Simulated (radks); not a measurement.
Results of a calculation; reference values are marked as such.
Removal energies from the rubidium ion Rb7+, [Ar] 3d10 4s2, by Delta-SCF beside the eigenvalue of the level emptied. Level of theory: scalar-relativistic Kohn-Sham, PBEsol, spin-polarised, spherical densities, finite nucleus; Fermi nuclear charge, rms radius of each element as measured or else 0.836 A^(1/3) + 0.57 fm (a radial shooting solver on a logarithmic mesh with Libxc functionals). Open shells are filled with parallel spins first.

removed from    final configuration  Delta-SCF (eV)  -eigenvalue (eV)
4s                    [Ar] 3d10 4s1          133.35            125.52
3d                     [Ar] 3d9 4s2          231.15            212.99
3p            [Ne] 3s2 3p5 3d10 4s2          351.92            333.92
3s            [Ne] 3s1 3p6 3d10 4s2          425.06            406.90
